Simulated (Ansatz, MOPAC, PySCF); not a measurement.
Isomers of C2H5NO: 1 is CC(N)=O, 2 is N(C)C=O; one conformer of each (the lowest of an xTB search), B3LYP-D3(BJ)/def2-TZVP minima.
Isomer 1 (charge 0, multiplicity 1):
```xyz
9

C     -1.064    -0.304    -0.032
C      0.229     0.384    -0.419
N      1.303     0.118     0.377
O      0.304     1.125    -1.380
H     -1.404    -0.903    -0.876
H     -0.976    -0.942     0.848
H     -1.820     0.460     0.154
H      1.246    -0.493     1.171
H      2.182     0.554     0.157
```
Isomer 2 (charge 0, multiplicity 1, Z-matrix in Å and degrees):
```
N
H 1 1.0061
C 1 1.3556 2 117.56
O 3 1.2127 1 125.53 2 179.96
H 3 1.1051 4 122.53 1 180.00
C 1 1.4503 2 119.18 3 179.93
H 6 1.0870 1 107.66 2 179.86
H 6 1.0918 7 108.99 1 120.60
H 6 1.0918 7 108.98 8 118.80
```

No zero-point or thermal terms.

Frozen-core correlation. Rows in 6-31G* carry no dispersion term and start afresh at each structure (6-31G* with six Cartesian d functions). MP2/6-31G* freezes PySCF's default core. The state that PM3, PM7 reach isn't checked; PM7 holds dispersion and hydrogen-bond terms.

Codes used: Ansatz (Gaussian orbitals); MOPAC for PM3, PM7 (differences of heats of formation); PySCF for 6-31G* rows, the dispersion terms. 

| level | electronic energy of isomer 2 less that of isomer 1 (kJ/mol) |
|---|---|
| PM3 | 35.7 |
| PM7 | 57.8 |
| PBE/def2-TZVPP | 41.5 |
| B97M-V/def2-TZVPP | 47.9 |
| B2PLYP-D3(BJ)/def2-TZVPP | 43.2 |
| MP2/6-31G* | 36.4 |
| MP2/cc-pVTZ | 44.2 |
| CCSD(T)/cc-pVDZ | ___ |
| CCSD(T)/cc-pVTZ | 43.1 |

Q: Some entries are withheld; supply them.

A: 
- CCSD(T)/cc-pVDZ, electronic energy of isomer 2 less that of isomer 1 (kJ/mol): 37.2

Ansatz is a quantum-chemistry and plane-wave program.
